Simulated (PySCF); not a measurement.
# Computed properties of Mg(Me) (CH₃Mg), SMILES [CH3][Mg+], charge +1

Mg(Me) (CH3Mg), SMILES [CH3][Mg+], charge +1. Coordinates come from a PBE0-D3(BJ)/def2-TZVP optimisation. The spin state was assumed, not searched. The isomer is the one that the SMILES or the coordinates give; other isomers of the formula were not compared. Other conformers were not sampled. All values are computed for the isolated molecule unless a solvent is named; none is compared with measurement here.

**Structure.** The optimised structure has C3v symmetry. All 9 harmonic modes at PBE0-D3(BJ)/def2-TZVP (PySCF) are real, so it is a minimum.

**Vibrations.** The strongest infrared lines (harmonic, unscaled, degenerate partners summed) lie at 660 cm⁻¹ (175 km/mol, H 87 %, C 11 %), 1099 cm⁻¹ (110 km/mol, H 85 %, C 15 %), 3191 cm⁻¹ (20 km/mol, H 90 %, C 10 %). The softest mode is at 533 cm⁻¹ and the zero-point energy is 21.8 kcal/mol.

**Electronic structure.** CAM-B3LYP/def2-TZVPD (PySCF) places the frontier levels at -14.36 and -7.68 eV, a gap of 6.68 eV and a mean polarisability of 39.0 bohr³. PBE/def2-TZVPD (PySCF) at the same geometry gives -12.15 and -9.20 eV, so its gap is 3.73 eV narrower. An orbital gap is neither the optical nor the fundamental gap.

**Excitations.** TDA-B3LYP/def2-TZVPD (PySCF) has S1 at 5.01 eV (247 nm, f = 0.702, bright); the most intense of the 10 singlets computed lies at 5.01 eV (f = 0.70). Strengths of degenerate partners are summed. T1 (TDA) is at 2.17 eV, 2.84 eV under S1. TDA-PBE/def2-TZVPD (PySCF) puts S1 at 5.02 eV. No vertical singlet excitation falls in the visible range (under 3.1 eV).

**NMR.** GIAO shifts at HF/pcSseg-2 (PySCF) (non-relativistic, atoms alike by connectivity averaged): ¹³C at 1.7 ppm against TMS; ¹H at 1.7 ppm against TMS.
